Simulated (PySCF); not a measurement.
# SnN at M06-L

Computed with M06-L; PySCF, spin-free X2C with a Gaussian nucleus, basis sets Sn x2c-TZVPPall, N x2c-TZVPPall.

- state: ²Π (doublet), unpaired electrons π ↑
- bond length: 1.967 Å
- harmonic wavenumber: 703 cm⁻¹
- force constant: 3.65 mdyn/Å
- rotational constant Be: 0.3475 cm⁻¹
- anharmonicity ωexe: 4.79 cm⁻¹
- vibration–rotation constant αe: 0.00250 cm⁻¹
- well depth De to Sn + N: 3.03 eV
- dissociation energy D0: 2.99 eV
- bond order (Mayer): 1.89
- dipole moment (positive dipole means Sn(−)N(+)): -3.55 D

These are scalar-relativistic numbers at best; spin–orbit coupling would shift them, the dissociation energy most. The state is the lowest determinant that a PBE0 search found; another state may lie lower at other levels.
